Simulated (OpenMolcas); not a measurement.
## Exact exchange and the HOMO–LUMO gap of C3H12GaN

The species is C3H12GaN (17 atoms), meant as a singlet with charge 0. As SMILES, `C[Ga-](C)(C)[NH3+]`. The shape is that of a PBE0-D4/def2-TZVP optimisation.

The HOMO–LUMO gap y, in eV, basis 6-31G(d); a is the functional's share of exact exchange. Programs: OpenMolcas 26.06.

| functional | program | a | y (eV) |
| --- | --- | --- | --- |
| r2SCAN | OpenMolcas | 0 | 6.02 |
| PBE | OpenMolcas | 0 | 5.06 |
| B3LYP | OpenMolcas | 0.2 | ? |
| PBE0 | OpenMolcas | 0.25 | 7.24 |
| BHLYP | OpenMolcas | 0.5 | 9.07 |

**Question.** Fit y = c + s·a to the known rows and predict B3LYP.

**Answer.** 
1. Means of the 4 rows: a = 0.1875, y = 6.848.
2. Σ(Δa)² = 0.17188, Σ(Δa·Δy) = 1.2094, so the slope is 1.2094/0.17188 = 7.0363.
3. Intercept: 6.848 − (7.0363) × 0.1875 = 5.529. The largest residual of the fit is 0.49.
4. B3LYP: 5.529 + (7.0363) × 0.2 = 6.94 eV.

The run gave 6.61 eV, so the prediction is off by +0.33 eV, within the largest residual. Exact exchange lowers occupied levels and raises empty ones. The rows mix families of semi-local functionals, which the line can't see.
